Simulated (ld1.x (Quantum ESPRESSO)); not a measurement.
Rb: ultrasoft pseudisation with PW91, scalar-relativistic reference atom.

ld1.x (Quantum ESPRESSO) 7.5 input, shortened:

```
&input
   title='Rb', zed=37., rel=1, dft='PW91', iswitch=3,
   config='[Kr] 4d0 5s0 5p1'
 /
 &inputp
   pseudotype=3, tm=.true., lloc=-2, rcloc=4.20,
   nlcc=.true., new_core_ps=.true.,
   which_augfun='PSQ', rmatch_augfun_nc=.true.
 /
6
4S  1  0   2.00   0.00  2.10  2.75  0.0
5S  2  0   0.00   0.00  2.10  2.75  0.0
4P  2  1   6.00   0.00  2.50  2.95  0.0
5P  3  1   1.00   0.00  2.50  2.95  0.0
4D  3  2   0.00   0.00  3.30  4.30  0.0
4D  3  2   0.00   1.75  3.30  4.30  0.0
 &test
   configts(1)='4s2 4p6 4d0 5s0 5p1'
 /
```

All-electron outer shells of the reference configuration (PW91, scalar-relativistic, ld1.x):

| shell | level (eV) | outermost node (bohr) | outermost maximum (bohr) |
| --- | --- | --- | --- |
| 3p | -226.43 | 0.19 | 0.44 |
| 3d | -105.55 | – | 0.39 |
| 4s | -33.42 | 0.62 | 1.25 |
| 4p | -17.44 | 0.64 | 1.42 |
| 5s | -2.91 | 1.78 | 4.11 |
| 5p | -1.35 | 2.18 | 6.29 |
| 4d | -0.63 | 0.70 | 5.98 |

Results:

* Ghost test: ghost state, extra bound levels that the all-electron valence spectrum of the same l lacks: f at -0.70 eV (p not tested); a true bound ghost makes a file unfit for plane-wave use (spherical-Bessel basis up to 400 Ry, 20 bohr box)
* Configuration tests: test run stopped at test 3 of 7 (negative rho), 2 before it not solved; not counted: 4s2 4p6 4d0 5s1 5p0 (solver errors, printed error -518 eV); 4s2 4p6 4d0 5s0 5p0 (solver errors, printed error -463 eV)
* Lowest eigenvalue of the overlap operator: -7.55 (p channel); it is negative, so in a basis up to 400 Ry S is not positive definite and the file is unfit for use
* Density cutoff estimated by the generator: 83 Ry

Note: ghost state, extra bound levels that the all-electron valence spectrum of the same l lacks: f at -0.70 eV (p not tested). A true bound ghost makes a file unfit for plane-wave use. Its overlap operator is not positive definite in a basis up to 400 Ry (lowest eigenvalue p -7.55), so the file is unfit for use: the generalised eigenproblem breaks down once the basis is large enough, and its test numbers describe a broken file.

Generation and tests took about 2.1 s on one core of a shared server CPU.
